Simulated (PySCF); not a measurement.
borazine (B₃H₆N₃), SMILES B1NBNBN1.

Coordinates come from a B3LYP-D3(BJ)/def2-SVP optimisation.

Method: B3LYP-D3(BJ)/def2-SVP in PySCF.

No scaling factor is applied to the harmonic values.

Modes within 1.5 cm⁻¹ of each other (mostly degenerate sets) share a row, with their intensities summed.

| mode | ν (cm⁻¹) | IR (km/mol) | Raman (Å⁴/amu) | depolarisation | moving atoms (share of kinetic energy) |
|---|---|---|---|---|---|
| 1–2 | 294 | 0.0 | 2.1 | 0.75 | N 41 %, H 30 %, B 28 % |
| 3 | 415 | 18.4 | 0.0 | – | H 50 %, N 34 %, B 16 % |
| 4–5 | 531 | 1.1 | 3.2 | 0.75 | N 54 %, B 37 %, H 8 % |
| 6–7 | 716 | 0.0 | 4.6 | 0.75 | H 85 %, N 10 % |
| 8 | 726 | 59.8 | 0.0 | – | H 78 %, B 20 % |
| 9 | 867 | 0.0 | 6.5 | 0.07 | N 93 % |
| 10–11 | 932 | 0.0 | 1.8 | 0.75 | H 64 %, B 32 % |
| 12–14 | 945 | 181.8 | 7.3 | – | H 64 %, B 24 %, N 12 % |
| 15 | 952 | 0.0 | 33.3 | 0.06 | B 90 %, H 10 % |
| 16 | 1045 | 0.0 | 0.0 | – | H 98 % |
| 17–18 | 1075 | 0.7 | 11.7 | 0.75 | H 80 %, N 16 % |
| 19 | 1257 | 0.0 | 0.0 | – | B 59 %, H 29 %, N 11 % |
| 20 | 1301 | 0.0 | 0.0 | – | H 52 %, N 43 % |
| 21–22 | 1393 | 3.2 | 1.9 | 0.75 | H 47 %, B 38 %, N 16 % |
| 23–24 | 1496 | 1025.4 | 5.1 | 0.75 | B 44 %, N 43 %, H 13 % |
| 25–26 | 2598 | 616.0 | 108.4 | 0.75 | H 91 %, B 9 % |
| 27 | 2608 | 0.0 | 214.2 | 0.07 | H 90 %, B 10 % |
| 28 | 3636 | 0.0 | 196.6 | 0.12 | H 93 % |
| 29–30 | 3638 | 114.1 | 94.5 | 0.75 | H 93 % |
